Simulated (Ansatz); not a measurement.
The first iterations of a band of AlCl₂H₄N (8 atoms, charge 0, multiplicity 1).

Computed with RHF/6-31G* in Ansatz 0.2.0.

- movable images: 7
- climbing image: yes
- spring: 5.0 eV/Å²
- optimiser: quadratic models (default)
- start path: straight line
- force threshold: 0.05 eV/Å
- iteration limit: 60
- end points: relaxed

First end point:

```xyz
8
Properties=species:S:1:pos:R:3
Al 0.009 -0.058 0.196
H -0.112 0.832 1.488
Cl 1.877 -0.009 -0.855
Cl -1.728 -0.213 -1.051
N 0.073 -1.972 0.946
H -0.606 -2.559 0.489
H 0.980 -2.385 0.808
H -0.126 -1.982 1.932
```

Last end point:

```xyz
8
Properties=species:S:1:pos:R:3
Al 0.116 -0.963 -0.709
H -0.199 0.803 2.855
Cl 1.901 0.025 -1.176
Cl -1.690 -0.254 -1.497
N 0.131 -2.371 0.330
H -0.679 -2.894 0.588
H 0.954 -2.767 0.734
H -0.167 0.074 2.827
```

| iteration | highest image above the first end (eV) | largest band force component (eV/Å) |
| --- | --- | --- |
| 1 | 6.242 | 5.520 |
| 2 | 4.600 | 4.748 |
| 3 | 3.884 | 4.396 |

Problem. Does the band converge within its limit, and where does its top end?

Solution. The forces met the threshold. It ended after 11 iterations with the highest image 2.388 eV above the first end. Neighbouring images differ by up to 1.6 eV, so the band resolves the path poorly. Another band between the same ends (7 images) ends at a top of the same energy, where a vibrational analysis finds 1 clearly imaginary mode. The orbitals stay closed-shell, which can raise the energy where a bond breaks towards radicals; this wasn't checked here.

Run time: 2.3 min on 1 thread of Arm Neoverse V1, with other jobs on the host, peak memory 0.15 GiB.
